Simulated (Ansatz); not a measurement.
Cartesian coordinates in Å:
```
N -0.580 -1.556 0.293
C -0.024 -0.505 0.889
S 0.354 -0.388 2.485
Si 0.395 1.018 -0.122
O -0.084 0.628 -1.660
H -0.809 -2.380 0.830
H -0.776 -1.535 -0.695
H -0.356 2.183 0.403
H 1.853 1.272 -0.053
H 0.026 1.263 -2.369
```

The species carries charge 0 and has multiplicity 1.

List the PBE/def2-TZVPP orbital energies in eV (Ansatz 0.2.0). (Best estimate.)

Computed: Occupied: -2394.77, -1780.15, -510.61, -381.85, -270.93, -207.72, -153.86, -153.78, -153.64, -137.81, -94.59, -94.53, -94.51, -25.33, -23.83, -18.62, -15.33, -14.29, -13.47, -11.96, -10.37, -9.88, -8.92, -8.87, -8.10, -7.43, -5.86, -5.05. Lowest empty: -2.20, -0.77, 0.27, 0.57, 1.02, 1.24, 1.65, 2.31.
